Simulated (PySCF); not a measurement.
**Stretching EuSi**

Set-up: basis Eu x2c-SVPall, Si x2c-SVPall; spin-free X2C with a Gaussian nucleus; PySCF 2.14. Energies in eV from Eu (4f7 6s2) + Si in their ground configurations at the same level. All curves are PBE0. state 1: Ms = 4.5 determinant of mixed spin, about 7.0 electrons in the 4f shell (Mulliken); state 2: Ms = 2.5 determinant of mixed spin, about 7.0 electrons in the 4f shell (Mulliken), a second solution, started from another occupation; state 3: Ms = 3.5 determinant of mixed spin, about 7.0 electrons in the 4f shell (Mulliken), a second solution, started from another occupation.

```csv
R (Å),state 1,state 2,state 3
2.481,-1.136,-1.026,-0.757
2.596,-1.454,-1.364,-1.083
2.712,-1.628,-1.563,-1.268
2.798,-1.689,-1.643,-1.337
2.885,-1.705,-1.678,-1.361
2.971,-1.687,-1.678,-1.349
3.087,-1.623,-1.637,-1.294
3.231,-1.504,-1.540,-1.182
3.404,-1.331,-1.388,-1.015
3.635,-1.087,-1.163,-0.778
```

Question: Put a parabola through the three lowest points of the state 1 curve and estimate Re, k and ωe (reduced mass 23.65 u; 1 eV/Å² = 0.16022 mdyn/Å; ωe = 1302.8·√(k/μ) cm⁻¹).

Answer: Through R = 2.798, 2.885, 2.971 Å the second-order coefficient is 2.27 eV/Å², so Re ≈ 2.882 Å, k ≈ 0.728 mdyn/Å and ωe ≈ 229 cm⁻¹. A polynomial fit of higher order to the unrounded PBE0 energies gives Re = 2.878 Å, k = 0.747 mdyn/Å, ωe = 232 cm⁻¹; anharmonicity and rounding make the difference.

The higher-order fit for each curve: state 1: Re = 2.878 Å, ωe = 232 cm⁻¹, De = 1.71 eV; state 2: Re = 2.926 Å, ωe = 218 cm⁻¹, minimum 1.68 eV below the ground-state fragments; state 3: Re = 2.896 Å, ωe = 228 cm⁻¹, minimum 1.36 eV below the ground-state fragments.

⟨S²⟩ of the unrestricted solution departs from its pure value on part of the curve, where spin states mix. Spin–orbit coupling is left out, which matters for elements this heavy, above all for dissociation energies. The state is the lowest single determinant that the PBE0 search found; with open d or f shells the true ground state can be another one.
